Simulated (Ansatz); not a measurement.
B2F4, singlet, geometry from GFN2-xTB of the parent state; CAM-B3LYP/STO-3G run with Ansatz (a first-principles code).

Here is a job for Ansatz.
Ansatz 0.2 input:
```yaml
crystal:
  periodic: [false, false, false]
  atoms:
    - {symbol: F, position_ang: [-1.42154176, -1.23245128, -0.09967212]}
    - {symbol: B, position_ang: [-0.80422778, -0.04353446, -0.04293697]}
    - {symbol: F, position_ang: [-1.54844616, 1.07167991, -0.05889277]}
    - {symbol: B, position_ang: [0.80422778, 0.04353446, 0.04293697]}
    - {symbol: F, position_ang: [1.54844616, -1.07167991, 0.05889277]}
    - {symbol: F, position_ang: [1.42154176, 1.23245128, 0.09967212]}
basis:
  gaussian:
    orbitals: STO-3G
hamiltonian:
  xc: cam_b3lyp
```

Question: Write the output that Ansatz gives for this input, abridged.

Answer: 
```
Functional definition: CAM-B3LYP
425 factors; integrals over basis functions are off by at most 1.9e-4 eV
150 factors; integrals over basis functions are off by at most 5.7e-7 eV
mean field evaluation 1: about -12043.5205 eV, gradient 2.8e1 eV
mean field evaluation 2: about -12044.3464 eV, gradient 2.8e1 eV
mean field evaluation 4: about -12046.4588 eV, gradient 8.3e-2 eV
mean field evaluation 8: about -12046.4224 eV, gradient 1.7e-4 eV
mean field -12046.42239810 eV, -442.6978577717 hartree, gradient 6.4e-5 eV, S^2 0.000000; 0 other end points of the search recorded, 0 dependent functions left out
reference -12046.42245590 eV, -442.6978598959 hartree; 23, 23 occupied and 7, 7 virtual orbitals, 425 factors
Total energy: -12046.42245590 eV, -442.6978598959 hartree
```
